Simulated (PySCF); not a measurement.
Isomers of C6H9N3, one conformer each; single-point electronic energies without zero-point terms and without any empirical dispersion term.

Level: PBE0/pcSseg-1 in PySCF, non-relativistic, each on one gas-phase PBE0-D3(BJ)/def2-SVP geometry that isn't relaxed in the solvent. The solvent is an IEF-PCM continuum (van der Waals radii × 1.2). Only the electrostatic response of the medium enters.

| isomer | relative energy, gas (kcal/mol) | dipole (D) |
| --- | --- | --- |
| `C=Cn1c(C)nnc1C` | 0.0 | 5.28 |
| `C=CCn1cc(C)nn1` | 16.1 | 4.53 |

Problem. How do the relative energies look in benzene (ε = 2.271)?

Solution. 
```csv
isomer,"relative energy, solvent (kcal/mol)",E(solvent) − E(gas) (kcal/mol),dipole in solvent (D)
`C=Cn1c(C)nnc1C`,0.0,-5.1,6.18
`C=CCn1cc(C)nn1`,17.1,-4.0,5.20
```

The order is unchanged. Conformers: `[CH2:1]=[CH:2][n:3]1[c:4]([CH3:5])[n:6][n:7][c:8]1[CH3:9]` with C1–C2–N3–C4 6°; `[CH2:1]=[CH:2][CH2:3][n:4]1[cH:5][c:6]([CH3:7])[n:8][n:9]1` with C1–C2–C3–N4 -124°, C2–C3–N4–C5 55°. `C=Cn1c(C)nnc1C` gains most from the continuum, and it has the largest gas-phase dipole. The gains span 1.1 kcal/mol, the gas-phase energies 16.1 kcal/mol.
